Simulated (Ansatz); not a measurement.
Abridged output of a molecular run in Ansatz:

```
Functional definition: HF
1185 factors; integrals over basis functions are off by at most 7.9e-4 eV
mean field evaluation 1: about -79965.9375 eV, gradient 2.8e1 eV
mean field evaluation 2: about -79966.2054 eV, gradient 2.8e1 eV
mean field evaluation 4: about -79968.5244 eV, gradient 3.7e0 eV
mean field evaluation 8: about -79968.5883 eV, gradient 3.1e-1 eV
mean field evaluation 16: about -79968.5893 eV, gradient 1.8e-6 eV
mean field -79968.58927166 eV, -2938.7914510769 hartree, gradient 1.8e-6 eV, S^2 0.000000; 0 other end points of the search recorded, 0 dependent functions left out
16 core orbitals not correlated: weight in the atoms' cores, before any rotation towards them, 1.000 or more for the frozen orbitals, at most 0.000 for the correlated occupied ones
reference -79968.58927166 eV, -2938.7914510769 hartree; 16, 16 occupied and 162, 162 virtual orbitals, 1185 factors
second order -19.18005986 eV of doubles, -0.00000000 eV of singles
cycle   1  -19.24441166 eV  change   -6.4e-2 eV  update   1.0e-1
cycle   2  -19.79024270 eV  change   -5.5e-1 eV  update   3.1e-2
cycle   3  -19.88498723 eV  change   -9.5e-2 eV  update   1.5e-2
cycle   4  -19.87426336 eV  change    1.1e-2 eV  update   4.3e-3
cycle   5  -19.87506820 eV  change   -8.0e-4 eV  update   2.0e-3
cycle   6  -19.87543854 eV  change   -3.7e-4 eV  update   5.5e-4
cycle   7  -19.87510989 eV  change    3.3e-4 eV  update   2.2e-4
cycle   8  -19.87508784 eV  change    2.2e-5 eV  update   7.4e-5
cycle   9  -19.87510614 eV  change   -1.8e-5 eV  update   2.9e-5
perturbative correction -0.91586514 eV, -0.0336574232 hartree
Total energy: -79989.38024295 eV, -2939.5555051791 hartree
```

Its atoms:

```xyz
7

Br   -1.897    1.796   -0.836
C    -0.619    0.588   -0.220
C    -0.174    0.208    0.969
Si    0.670   -0.663   -0.389
H    -0.373    0.444    2.006
H     2.047   -0.305   -0.802
H     0.345   -2.068   -0.728
```

(1) Which basis set was used?
A. def2-TZVPPD
B. def2-SVPD
C. cc-pV(Q+d)Z
D. def2-TZVPP

(2) Write the keys of the input that set method, charge and spin (a neutral closed shell needs none for the last two).

Answers

(1) D. It gives 194 functions.

(2) 
```yaml
correlation: {method: ccsd_t}
```
